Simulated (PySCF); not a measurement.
How the method changes the constants of BrF

State: ¹Σ⁺ (singlet), closed shell. Set-up: PySCF, spin-free X2C with a Gaussian nucleus, basis sets Br x2c-SVPall, F x2c-SVPall. De refers to Br + F in their high-spin ground configurations, without counterpoise correction. A positive dipole means Br(−)F(+).

```tsv
Level	Re (Å)	ωe (cm⁻¹)	De (eV)	μ (D)	CPU s a point (SCF and correlation, without the integrals)
RHF	1.743	747	0.205	-2.03	0.066
RHF-MP2	1.789	662	2.25	n/a	0.11
RHF-SCS-MP2	1.795	646	2.15	n/a	n/a
RHF-CCSD	1.792	649	1.94	n/a	n/a
RHF-CCSD(T)	1.802	624	2.07	n/a	1.7
PBE	1.802	638	3.02	-1.54	0.82
revPBE	1.811	626	2.76	-1.55	0.62
r²SCAN	1.787	660	2.57	-1.57	1.1
r²SCANh	1.778	675	2.39	-1.61	1.1
PBE0	1.773	685	2.47	-1.65	1.4
M06	1.774	668	2.64	-1.88	1.1
HSE06	1.776	680	2.47	-1.66	1.3
```

(1) Which functional lies closest to RHF-CCSD(T) in De, which farthest, and by how much do they differ from it?

(2) What does a quarter of exact exchange do here, going from PBE to PBE0?

(3) What does the step from GGA to meta-GGA do here, going from PBE to r²SCAN?

Correlated steps freeze 10 core orbitals. Correlated levels converge slowly with the basis: in double zeta they bind strong bonds too weakly, by up to about 1 eV, and carry superposition errors of some tenths. Where the molecule has an RHF reference, its open-shell atoms are computed with UHF.

The whole job (state search and all levels along the bond) took about 2.2 min on 1 thread of Arm Neoverse N1 (shared host), peak memory 0.5 GiB.

## Answers

(1) Closest is r²SCANh (-2.4 pm in Re, +8.2 % in ωe, +0.32 eV in De against RHF-CCSD(T) in the same basis), farthest PBE (+0.0 pm in Re, +2.2 % in ωe, +0.95 eV in De). CCSD(T) converges more slowly with the basis than the functionals do and binds too weakly in this one, so the order can change at the basis-set limit.

(2) PBE0 less PBE: -2.9 pm in Re, +7.4 % in ωe, -0.55 eV in De. Exact exchange removes part of the self-interaction that spreads semilocal densities, and in most molecules shortens and stiffens the bond and lowers De; so it does here.

(3) r²SCAN less PBE: -1.5 pm in Re, +3.4 % in ωe, -0.45 eV in De.
